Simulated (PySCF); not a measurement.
# An excited-state table with gaps

Se(CN)2, C2N2Se.
Cartesian coordinates in Å at the PBE0-D3(BJ)/def2-SVP level; atoms count from 1:
```
atom  x, y, z in Å
Se1    0.0103    0.0263   -1.2651
C2     1.3679    0.0081   -0.0263
N3     2.2815   -0.0020    0.6889
C4    -1.3670   -0.0062   -0.0483
N5    -2.2927   -0.0262    0.6508
```

Method used: TDDFT B3LYP/def2-SVPD, vertical, gas phase, core orbitals frozen in the response (PySCF). The B3LYP/def2-SVPD calculation is non-relativistic and has no spin–orbit coupling, an omission that weighs most on selenium.

Orbital energies (eV): HOMO-3 -10.71, HOMO-2 -10.56, HOMO-1 -10.41, HOMO -8.41, LUMO -2.54, LUMO+1 -1.95, LUMO+2 -1.17.

Lowest singlets, with some entries withheld (?).

```csv
state,E (eV),f,"main configurations (H = HOMO, L = LUMO)"
S1,4.55,0.0000,H→L (99%)
S2,?,?,?
S3,6.10,0.0029,H→L+2 (94%)
S4,6.46,0.019,"H→L+3 (65%), H-2→L (25%)"
S5,6.82,0.0001,H-1→L (90%)
S6,6.96,0.0022,H-3→L (94%)
S7,7.08,0.051,"H-2→L (52%), H-1→L+1 (40%)"
S8,7.19,0.0000,"H-3→L+1 (74%), H-6→L (11%)"
S9,7.24,0.036,"H→L+4 (46%), H-2→L+1 (24%), H-4→L (18%)"
S10,?,?,?
```

(1) Fill in the withheld entries.

(2) What is the mean static polarisability from the same response equations?

(3) How far apart are S3 and S5, in eV and cm⁻¹?

(4) Where do the lowest triplets lie (Tamm–Dancoff)?

## Answers

(1) 
- S2: E = 5.22 eV; f = 0.0008; H→L+1 (96%)
- S10: E = 7.58 eV; f = 0.0003; H-2→L+1 (59%), H-4→L (33%)

(2) 56.3 au (8.35 Å³), with principal values 38.5, 54.2 and 76.3 au.

(3) 6.819 − 6.099 = 0.720 eV, or about 5810 cm⁻¹.

(4) T1 4.14 eV, H→L (98%); T2 4.77 eV, H→L+1 (97%); T3 5.51 eV, H→L+3 (64%), H-1→L+1 (10%), H-2→L (8%); T4 5.65 eV, H-1→L (43%), H-2→L+1 (18%), H→L+4 (9%). E(S1) − E(T1) = +0.41 eV.

On one thread, Arm Neoverse V2 (shared host), this took 8.2 s.
